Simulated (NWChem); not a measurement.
The numbers come from NWChem runs, not from measurements. System: H2FIn, charge 0, spin multiplicity 1, at a geometry optimised with PBE0/def2-SVP with def2 effective core potentials on In. The structure started from a generated list of species. Level: PBE0/x2c-SVPall-2c, scalar ZORA.

Input file:

```
start mol
memory heap 200 mb stack 800 mb global 1000 mb
geometry units angstroms nocenter noautoz noautosym
  In     0.000000     0.000000    -0.274873
  H     -1.598289     0.000000    -0.893244
  H      1.598289     0.000000    -0.893244
  F      0.000000     0.000000     1.695029
end
basis spherical
  * library x2c-svpall-2c
end
relativistic
  zora on
end
dft
  xc pbe0
  semidirect memsize 60000000 filesize 0
  iterations 100
  grid fine
end
task dft energy
```

Output (cleaned and shortened):

```
             Northwest Computational Chemistry Package (NWChem) 7.3.0
             --------------------------------------------------------

                                NWChem Input Module
                                -------------------

 Scaling coordinates for geometry "geometry" by  1.889725989
 (inverse scale =  0.529177249)

                             Geometry "geometry" -> ""
                             -------------------------

 Output coordinates in angstroms (scale by  1.889725989 to convert to a.u.)

  No.       Tag          Charge          X              Y              Z
 ---- ---------------- ---------- -------------- -------------- --------------
    1 In                  49.0000     0.00000000     0.00000000    -0.27487300
    2 H                    1.0000    -1.59828900     0.00000000    -0.89324400
    3 H                    1.0000     1.59828900     0.00000000    -0.89324400
    4 F                    9.0000     0.00000000     0.00000000     1.69502900

 Effective nuclear repulsion energy (a.u.)     152.0240720955

            Nuclear Dipole moment (a.u.)
            ----------------------------
        X                 Y               Z
 ---------------- ---------------- ----------------
     0.0000000000     0.0000000000    -0.0000075589


 Summary of "ao basis" -> "" (spherical)
 ------------------------------------------------------------------------------
       Tag                 Description            Shells   Functions and Types
 ---------------- ------------------------------  ------  ---------------------
 *                       x2c-svpall-2c                on all atoms

                                 NWChem DFT Module
                                 -----------------

 Summary of "ao basis" -> "ao basis" (spherical)
 ------------------------------------------------------------------------------
       Tag                 Description            Shells   Functions and Types
 ---------------- ------------------------------  ------  ---------------------
 In                      x2c-svpall-2c              18       50   6s8p4d
 H                       x2c-svpall-2c               3        5   2s1p
 F                       x2c-svpall-2c               6       14   3s2p1d

 Summary of "ao basis" -> "ao basis" (spherical)
 ------------------------------------------------------------------------------
       Tag                 Description            Shells   Functions and Types
 ---------------- ------------------------------  ------  ---------------------
 In                      x2c-svpall-2c              18       50   6s8p4d
 H                       x2c-svpall-2c               3        5   2s1p
 F                       x2c-svpall-2c               6       14   3s2p1d

            General Information
            -------------------
          SCF calculation type: DFT
          Wavefunction type:  closed shell.
          No. of atoms     :     4
          No. of electrons :    60
           Alpha electrons :    30
            Beta electrons :    30
          Charge           :     0
          Spin multiplicity:     1
          Use of symmetry is: off; symmetry adaption is: off
          Maximum number of iterations: 100
          AO basis - number of functions:    74
                     number of shells:    30
          Convergence on energy requested:  1.00D-06
          Convergence on density requested:  1.00D-05
          Convergence on gradient requested:  5.00D-04

              XC Information
              --------------
                         PBE0 Method XC Functional
                     Hartree-Fock (Exact) Exchange  0.250
          PerdewBurkeErnzerhof Exchange Functional  0.750
            Perdew 1991 LDA Correlation Functional  1.000 local
           PerdewBurkeErnz. Correlation Functional  1.000 non-local

             Grid Information
             ----------------
          Grid used for XC integration:  fine
          Radial quadrature: Mura-Knowles
          Angular quadrature: Lebedev.
          Tag              B.-S. Rad. Rad. Pts. Rad. Cut. Ang. Pts.
          ---              ---------- --------- --------- ---------
          In                  1.55      141           8.0       974
          H                   0.35       60          10.0       590
          F                   0.50       70           9.0       590
          Grid pruning is: on
          Number of quadrature shells:   331
          Spatial weights used:  Erf1

          Convergence Information
          -----------------------
          Convergence aids based upon iterative change in
          total energy or number of iterations.
          Levelshifting, if invoked, occurs when the
          HOMO/LUMO gap drops below (HL_TOL):  1.00D-02
          DIIS, if invoked, will attempt to extrapolate
          using up to (NFOCK): 10 stored Fock matrices.

                    Damping( 0%)  Levelshifting(0.5)       DIIS
                  --------------- ------------------- ---------------
          dE  on:    start            ASAP                start
          dE off:    2 iters        100 iters           100 iters

      Screening Tolerance Information
      -------------------------------
          Density screening/tol_rho:  1.00D-10
          AO Gaussian exp screening on grid/accAOfunc:  14
          CD Gaussian exp screening on grid/accCDfunc:  20
          XC Gaussian exp screening on grid/accXCfunc:  20
          Schwarz screening/accCoul:  1.00D-08

 dft: using ZORA

      Superposition of Atomic Density Guess
      -------------------------------------

 Sum of atomic energies:       -5725.11002254
          Performing ZORA calculations
          ----------------------------

       Generating atomic ZORA corrections
       ----------------------------------

 In dft_scf:: zora:Knucl= F

      Superposition of Atomic Density Guess
      -------------------------------------

 Sum of atomic energies:       -5725.11002254

      Non-variational initial energy
      ------------------------------

 Total energy =   -5725.077477
 1-e energy   =   -8255.960715
 2-e energy   =    2378.859166
 HOMO         =      -0.365915
 LUMO         =      -0.021312

------------------------------------------------------------
EAF file 0: "./mol.aoints.0" size=524288 bytes
------------------------------------------------------------
               write      read    awrite     aread      wait
               -----      ----    ------     -----      ----
     calls:        1         0         0         0         0
   data(b): 5.24e+05  0.00e+00  0.00e+00  0.00e+00
   time(s): 0.00e+00  0.00e+00  0.00e+00  0.00e+00  0.00e+00
rate(mb/s): 0.00e+00  0.00e+00
------------------------------------------------------------

   convergence    iter        energy       DeltaE   RMS-Dens  Diis-err    time
 ---------------- ----- ----------------- --------- --------- ---------  ------
 d= 0,ls=0.0,diis     1  -6040.4109760483 -6.19D+03  1.55D-01  7.42D+03    10.7
 d= 0,ls=0.0,diis     2  -6042.3144539767 -1.90D+00  3.84D-02  1.89D+01    11.3
 d= 0,ls=0.0,diis     3  -6042.1094966239  2.05D-01  2.43D-02  9.93D+00    11.9
 d= 0,ls=0.0,diis     4  -6042.8425638457 -7.33D-01  6.05D-03  6.21D-01    12.3
 d= 0,ls=0.0,diis     5  -6042.8878433741 -4.53D-02  1.89D-03  3.64D-02    12.9
  Resetting Diis
 d= 0,ls=0.0,diis     6  -6042.8908524178 -3.01D-03  3.00D-04  8.14D-04    13.6
 d= 0,ls=0.0,diis     7  -6042.8909188709 -6.65D-05  8.13D-05  1.04D-05    14.2
 d= 0,ls=0.0,diis     8  -6042.8909187693  1.02D-07  3.73D-05  1.76D-05    14.7
 d= 0,ls=0.0,diis     9  -6042.8909200892 -1.32D-06  8.87D-06  7.44D-07    15.3
 d= 0,ls=0.0,diis    10  -6042.8909201555 -6.63D-08  2.27D-06  3.79D-08    15.8
(nogshift,skip_gshiftAOev,done_Fji)=( 1,F,F)

         Total DFT energy =    -6042.890920155524
      One electron energy =    -8598.006784447231
           Coulomb energy =     2575.148757727443
    Exchange-Corr. energy =     -172.056965531279
 Nuclear repulsion energy =      152.024072095543

       Scaling correction =       78.344373753483

 Numeric. integr. density =       60.000001962167

     Total iterative time =      8.6s

                       DFT Final Molecular Orbital Analysis
                       ------------------------------------

 Vector   28  Occ=2.000000D+00  E=-3.534268D-01
              MO Center=  4.1D-08,  1.6D-09,  6.9D-01, r^2= 2.9D+00
   Bfn.  Coefficient  Atom+Function         Bfn.  Coefficient  Atom+Function
  ----- ------------  ---------------      ----- ------------  ---------------
    66      0.519284  4 F  pz                69      0.382797  4 F  pz
    21     -0.208037  1 In pz                15      0.194673  1 In pz
    38      0.182896  1 In d  0              51      0.167119  2 H  s
    56      0.167119  3 H  s                  5      0.138232  1 In s
     4     -0.127331  1 In s                  6      0.109896  1 In s

 Vector   29  Occ=2.000000D+00  E=-3.522279D-01
              MO Center= -1.2D-09,  7.6D-09,  1.6D+00, r^2= 6.6D-01
   Bfn.  Coefficient  Atom+Function         Bfn.  Coefficient  Atom+Function
  ----- ------------  ---------------      ----- ------------  ---------------
    65      0.638424  4 F  py                68      0.459107  4 F  py
    23      0.107808  1 In py                37     -0.102643  1 In d -1
    20      0.075258  1 In py                14     -0.070014  1 In py
    42      0.062791  1 In d -1              32      0.034998  1 In d -1
    11      0.031205  1 In py

 Vector   30  Occ=2.000000D+00  E=-3.162570D-01
              MO Center=  2.0D-07,  2.5D-09,  1.8D-02, r^2= 3.6D+00
   Bfn.  Coefficient  Atom+Function         Bfn.  Coefficient  Atom+Function
  ----- ------------  ---------------      ----- ------------  ---------------
    64      0.390973  4 F  px                67      0.284099  4 F  px
    51      0.275088  2 H  s                 56     -0.275088  3 H  s
    52      0.248004  2 H  s                 57     -0.248004  3 H  s
    19     -0.194351  1 In px                13      0.193324  1 In px
    39      0.180933  1 In d  1              10     -0.076671  1 In px

 Vector   31  Occ=0.000000D+00  E=-6.492972D-02
              MO Center= -3.1D-08,  4.5D-08, -3.4D-01, r^2= 4.1D+00
   Bfn.  Coefficient  Atom+Function         Bfn.  Coefficient  Atom+Function
  ----- ------------  ---------------      ----- ------------  ---------------
    23      0.766911  1 In py                20      0.352686  1 In py
    14     -0.319267  1 In py                65     -0.159033  4 F  py
    68     -0.140221  4 F  py                11      0.136228  1 In py
    42     -0.074366  1 In d -1              37      0.050714  1 In d -1
     8     -0.044720  1 In py

 Vector   32  Occ=0.000000D+00  E=-1.221956D-02
              MO Center=  9.1D-11, -1.4D-07, -2.3D-01, r^2= 4.1D+00
   Bfn.  Coefficient  Atom+Function         Bfn.  Coefficient  Atom+Function
  ----- ------------  ---------------      ----- ------------  ---------------
     5      0.797444  1 In s                  6      0.776034  1 In s
    52     -0.673072  2 H  s                 57     -0.673072  3 H  s
     4     -0.427913  1 In s                 51     -0.248796  2 H  s
    56     -0.248796  3 H  s                 63     -0.214652  4 F  s
    66      0.194528  4 F  pz                40      0.180839  1 In d  2

 Vector   33  Occ=0.000000D+00  E= 2.143309D-02
              MO Center= -3.8D-08,  8.3D-09, -8.6D-01, r^2= 4.6D+00
   Bfn.  Coefficient  Atom+Function         Bfn.  Coefficient  Atom+Function
  ----- ------------  ---------------      ----- ------------  ---------------
    24      1.040247  1 In pz                52      0.495768  2 H  s
    57      0.495768  3 H  s                  6     -0.460290  1 In s
    63     -0.248347  4 F  s                 15     -0.204121  1 In pz
    21      0.185695  1 In pz                38      0.165803  1 In d  0
    43     -0.154181  1 In d  0              66      0.121597  4 F  pz

 center of mass
 --------------
 x =   0.00000000 y =   0.00000000 z =  -0.01642915

 moments of inertia (a.u.)
 ------------------
         231.634685271659           0.000000000000           0.000000000000
           0.000000000000         250.022216165597           0.000000000000
           0.000000000000           0.000000000000          18.387530893938

     Multipole analysis of the density
     ---------------------------------

     L   x y z        total         alpha         beta         nuclear
     -   - - -        -----         -----         ----         -------
     0   0 0 0     -0.000000    -30.000000    -30.000000     60.000000

     1   1 0 0     -0.000000     -0.000000     -0.000000      0.000000
     1   0 1 0     -0.000000     -0.000000     -0.000000      0.000000
     1   0 0 1     -1.113101     -0.556547     -0.556547     -0.000008

     2   2 0 0    -24.162597    -21.203681    -21.203681     18.244766
     2   1 1 0     -0.000000     -0.000000     -0.000000      0.000000
     2   1 0 1      0.000000      0.000000      0.000000      0.000000
     2   0 2 0    -19.737442     -9.868721     -9.868721      0.000000
     2   0 1 1      0.000000      0.000000      0.000000      0.000000
     2   0 0 2    -26.898424    -69.079399    -69.079399    111.260375

 Task  times  cpu:       15.9s     wall:       15.9s

 Total times  cpu:       15.9s     wall:       15.9s
```
